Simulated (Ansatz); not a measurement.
Consider the hydrogenolysis of a Ge–Si bond: `F[CH](F)[GeH2][SiH3]` + H₂ → `F[CH](F)[GeH3]` + SiH₄.

Calculated with Ansatz (gas phase, PBE0-D4/def2-TZVP geometries, no zero-point term in ΔE). CBS: MP2 limit from def2 TZ/QZ plus the TZ coupled-cluster correction, frozen cores. This one scheme is used for every species. DFT in def2-TZVPP. For Ge outer-core shells are correlated without core-valence functions, which leaves a few kJ/mol of doubt a bond. Scalar relativity is left out up to krypton. Each species was taken in one conformer, which may not be the lowest.

| level | ΔE (kJ/mol) |
| --- | --- |
| PBE-D4 | 10.1 |
| ωB97X-V | -3.6 |

Task: What does CCSD(T)/CBS give? (An estimate is asked.)

Result: Ansatz gave: +0.7 kJ/mol. The listed levels differ from it by 9.4, -4.3 kJ/mol.

Largest T1 diagnostic among the species: 0.012.

In def2-TZVPP, CCSD(T) changes the Hartree–Fock value by +28.1 kJ/mol (the triples alone add +4.8 kJ/mol) and MP2 by +31.1 kJ/mol. From PBE to PBE0 (25 % exact exchange), in def2-TZVPP and without D4, ΔE moves by −4.7 kJ/mol.
